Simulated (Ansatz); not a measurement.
The same molecule with X = O, S, Se. Ansatz, PBE0-D4/def2-TZVP geometries, multiplicity 1. Each molecule was computed in one conformer, which needn't be the lowest.

Scalar relativity is left out up to krypton. Spin–orbit coupling is left out; it splits and shifts lone-pair levels of the heavy atoms by tenths of an eV.

```
X                  molecule  mean X–Ge bond length / Å  mean X–H bond length / Å  LUMO energy (PBE/def2-TZVPP) / eV  LUMO energy (B3LYP/def2-TZVPP) / eV  LUMO energy (ωB97M-V/def2-TZVPP) / eV
O  `[OH][Ge]([F])([F])[Cl]`                      1.735                     0.962                              -2.37                                -1.67                                   0.75
S  `[F][Ge]([F])([SH])[Cl]`                      2.174                     1.345                              -2.62                                -1.94                                   0.48
```

(1) Give the row for X = Se, `[F][Ge]([F])([Cl])[SeH]`. (An estimate is asked.)

Results:

(1) The calculation gave: 
```tsv
X	molecule	mean X–Ge bond length / Å	mean X–H bond length / Å	LUMO energy (PBE/def2-TZVPP) / eV	LUMO energy (B3LYP/def2-TZVPP) / eV	LUMO energy (ωB97M-V/def2-TZVPP) / eV
Se	`[F][Ge]([F])([Cl])[SeH]`	2.308	1.470	-2.79	-2.16	0.18
```

From O to Se the mean X–Ge bond length rises at each step, by 0.573 Å in all; the mean X–H bond length rises at each step, by 0.508 Å in all; the LUMO energy (PBE/def2-TZVPP) falls at each step, by 0.42 eV in all; the LUMO energy (B3LYP/def2-TZVPP) falls at each step, by 0.49 eV in all; the LUMO energy (ωB97M-V/def2-TZVPP) falls at each step, by 0.57 eV in all. Bonds lengthen as the atom grows down the group.

Positive LUMOs are unbound, so they and the gaps depend on the basis.

B3LYP here is the variant with VWN-RPA as its local correlation; programs differ in this.
